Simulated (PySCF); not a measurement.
PySCF input file for silacyclobutane cation (C3H8Si), SMILES C1C[SiH2]C1 (connectivity only; charge and spin as stated), charge +1, multiplicity 2, SMD-M06-2X/def2-SVP. Geometry optimised at B3LYP-D3(BJ)/def2-SVP. A frequency run showed that this geometry is not a minimum. The spin state was assumed, not searched.

```python
import numpy as np
from pyscf import gto, scf, dft
from pyscf.solvent import smd

mol = gto.M(
    atom='''
    C    -0.00000000    0.00000000    1.53828053
    C     0.00000000    1.10284471    0.47723910
    Si    0.00000000   -0.00000000   -1.20599314
    C    -0.00000000   -1.10284471    0.47723911
    H    -0.89536838    0.00000001    2.17080607
    H     0.89536838    0.00000001    2.17080608
    H    -0.93778896    1.67588192    0.38857076
    H     0.93778897    1.67588192    0.38857076
    H     1.25473593   -0.00000001   -1.98427185
    H    -1.25473593   -0.00000000   -1.98427186
    H    -0.93778897   -1.67588191    0.38857077
    H     0.93778896   -1.67588191    0.38857078
    ''',
    basis='def2-SVP',
    charge=1,
    spin=1,
    max_memory=1600,
    verbose=3,
)
mf = dft.UKS(mol, xc='m06-2x').density_fit(auxbasis='def2-universal-jkfit')
mf.grids.level = 4
mf.conv_tol = 1e-9
mf.max_cycle = 100
mf.kernel()
fine, coarse = mf.grids, dft.Grids(mol).set(level=1).build(with_non0tab=True)
for _ in range(3):  # follow internal instabilities
    mf.grids = coarse
    mo, _, stable, _ = mf.stability(return_status=True, nroots=4)
    mf.grids = fine
    if stable:
        break
    mf.kernel(mf.make_rdm1(mo, mf.mo_occ))
res = {}
for name in ['water', 'cyclohexanone', '1-octanol']:
    s = mf.SMD()
    s.with_solvent.solvent, s.with_solvent.sasa_ng = name, 194
    s.kernel(mf.make_rdm1())
    res[name] = (s.e_tot, s.with_solvent.get_cds(), s.dip_moment(), s.mo_energy, s.converged)
    print(f'SMD {name}: dG(solv) = {(s.e_tot - mf.e_tot) * 627.509474:.3f} kcal/mol, of which CDS {res[name][1] * 627.509474:.3f}')
```

It prints:

```

WARN: HOMO -0.231699808538176 >= LUMO -0.231699808538177

converged SCF energy = -407.99437484  <S^2> = 0.75327877  2S+1 = 2.0032761
<class 'pyscf.df.df_jk.DFUKS'> wavefunction is stable in the internal stability analysis
converged SCF energy = -408.084948364437  <S^2> = 0.75326736  2S+1 = 2.0032647

WARN: System has nonzero charge 1; the dipole moment is origin-dependent.
Location of origin: [0. 0. 0.]

Dipole moment(X, Y, Z, Debye): -0.00000, -0.00000, -0.80858
SMD water: dG(solv) = -56.836 kcal/mol, of which CDS 2.970
converged SCF energy = -408.085270328255  <S^2> = 0.75326863  2S+1 = 2.003266

WARN: System has nonzero charge 1; the dipole moment is origin-dependent.
Location of origin: [0. 0. 0.]

Dipole moment(X, Y, Z, Debye): -0.00000, -0.00000, -0.80658
SMD cyclohexanone: dG(solv) = -57.038 kcal/mol, of which CDS -0.334
converged SCF energy = -408.082004181021  <S^2> = 0.75326947  2S+1 = 2.0032668

WARN: System has nonzero charge 1; the dipole moment is origin-dependent.
Location of origin: [0. 0. 0.]

Dipole moment(X, Y, Z, Debye): -0.00000, -0.00000, -0.80542
SMD 1-octanol: dG(solv) = -54.988 kcal/mol, of which CDS -0.547
```

Self-consistency was reached.
